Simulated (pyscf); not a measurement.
# Hydrogen shift: [H₂B–NH]• (SMILES B[NH]) -> [HB–NH₂]• (SMILES [BH]N)

Gas phase, doublet surface, charge 0. Bonds broken: B1–H4. Bonds formed: N2–H4. PySCF, gas phase, ωB97X-D3(BJ)/def2-SVP geometries. MP2 and CC: frozen core, UHF for open shells. ΔMP2 is the change of the MP2 total energy from the triple- to the quadruple-zeta basis.

Transition state (Å):

```xyz
5

B      0.4207     0.4480    -0.3784
N     -0.2763     0.2279    -1.4979
H      0.8962     1.2941     0.3405
H      0.1079    -0.7993    -0.8483
H     -0.7623     0.5140    -2.3443
```

One imaginary mode, 1995i cm⁻¹; descent along it reached the two sides named.

```json
[
 {"bond": "B1–H4", "change": "breaks", "reactant side (Å)": "1.220", "saddle": "1.369", "product side": "2.117"},
 {"bond": "N2–H4", "change": "forms", "reactant side (Å)": "2.216", "saddle": "1.275", "product side": "1.014"}
]
```

Electronic energies relative to the reactant's lowest minimum found (kJ/mol):

| level | barrier | reaction energy | reverse barrier |
|---|---|---|---|
| ωB97X-D3(BJ)/def2-TZVP | 159.8 | -36.2 | 196.0 |
| PBE/def2-TZVP | 139.0 | -33.2 | 172.2 |
| r²SCAN/def2-TZVP | 153.7 | -34.9 | 188.5 |
| B3LYP-D3(BJ)/def2-TZVP | 159.9 | -30.4 | 190.3 |
| PBE0-D3(BJ)/def2-TZVP | 148.9 | -41.8 | 190.7 |
| M06-2X/def2-TZVP | 151.9 | -51.8 | 203.7 |
| ωB97M-D3(BJ)/def2-TZVP | 156.6 | -34.7 | 191.3 |
| HF/def2-TZVP | 222.6 | -31.9 | 254.5 |
| MP2/def2-QZVPP | 131.3 | -72.2 | 203.5 |
| CCSD/def2-TZVPP | 164.5 | -44.0 | 208.6 |
| CCSD(T)/def2-TZVPP | 155.8 | -44.3 | 200.1 |
| CCSD(T)/def2-TZVPP + ΔMP2(QZVPP) | 152.2 | -45.3 | 197.5 |

With CCSD(T)/def2-TZVPP + ΔMP2(QZVPP) energies and thermal terms (ideal gas, 1 atm, RRHO with modes under 100 cm⁻¹ raised to 100, one conformer, R ln 2 for rigid chiral ones), in kJ/mol:

```
T (K)    ΔH‡    ΔG‡     ΔH     ΔG
-----  -----  -----  -----  -----
298    143.9  145.5  -32.2  -26.7
600    142.6  147.6  -34.6  -20.0
900    140.8  150.4  -36.2  -12.4
1200   138.9  153.9  -37.6   -4.2
```

One saddle was located; it need not be the lowest between these sides. The CCSD(T) − MP2 part came from Ansatz, without density fitting, on the same reference.
